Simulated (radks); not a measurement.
Values are calculated unless marked as measured or tabulated.
Al II, 12 electrons, occupied as [Ne] 3s2. Code: a radial shooting solver on a logarithmic mesh with Libxc functionals. Model: scalar-relativistic Kohn-Sham, exchange-only r2SCAN, spin-polarised, spherical densities, finite nucleus; meta-GGA in the generalised Kohn-Sham scheme; Fermi nuclear charge, rms radius 3.061 fm.

Unscreened Slater integrals over Kohn-Sham orbitals (hartree). They are taken over the spin-up orbitals.

\begin{tabular}{lr}
integral & value \\ \hline
F0(3s,3s) & 0.37264 \\
F0(3s,2p) & 0.49367 \\
G1(3s,2p) & 0.030071 \\
F0(3s,2s) & 0.49202 \\
G0(3s,2s) & 0.023677 \\
F0(3s,1s) & 0.52946 \\
G0(3s,1s) & 0.010814 \\
F0(2p,2p) & 1.5329 \\
F2(2p,2p) & 0.69907 \\
F0(2p,2s) & 1.4861 \\
G1(2p,2s) & 0.89129 \\
F0(2p,1s) & 2.1749 \\
G1(2p,1s) & 0.28077 \\
F0(2s,2s) & 1.4580 \\
F0(2s,1s) & 2.0665 \\
G0(2s,1s) & 0.16350 \\
F0(1s,1s) & 7.8371 \\
\end{tabular}
